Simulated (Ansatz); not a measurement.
Calculated with Ansatz (gas phase, PBE0-D4/def2-TZVP geometries, no zero-point term in ΔE). CCSD(T)/CBS is the MP2 limit (def2-TZVPP, def2-QZVPP) plus CCSD(T) − MP2 in def2-TZVPP, frozen cores. DFT in def2-TZVPP. For Ga, Ge outer-core shells are correlated without core-valence functions, which leaves a few kJ/mol of doubt a bond. Scalar relativity is left out up to krypton. Each species was taken in one conformer, which may not be the lowest.

`[CH3][Ga]([OH])[GeH3]` + `O[BH][AlH2]` → `[AlH2][BH][GeH3]` + `[CH3][Ga]([OH])[OH]`  (redistribution)

```tsv
level	ΔE (kJ/mol)
PBE-D4	111.1
r2SCAN0-D4	104.6
PBE-QIDH	103.7
r2SCAN	102.6
PBE0	109.5
HF/def2-SVP	109.4
MP2/def2-SVP	116.5
CCSD(T)/def2-SVP	118.2
```

(1) What does CCSD(T)/CBS give? (Best estimate.)

Largest T1 diagnostic among the species: 0.014.

## Answers

(1) Ansatz gave: +98.4 kJ/mol. The listed levels differ from it by 12.7, 6.2, 5.3, 4.2, 11.1, 11.0, 18.1, 19.8 kJ/mol.

At CCSD(T), def2-SVP lies +19.8 kJ/mol from the extrapolated value and def2-TZVPP +2.2 kJ/mol. Leaving LDA and LC-ωPBE aside and taking each functional with its dispersion term where it has one, the values, not all of them listed here, spread over 13.3 kJ/mol, from B97M-V to BLYP-D4. LDA lies +5.1 kJ/mol from PBE without D4.

CCSD(T)/CBS has its own doubt, a few kJ/mol and more with outer-core shells, so smaller differences from it don't rank the levels.
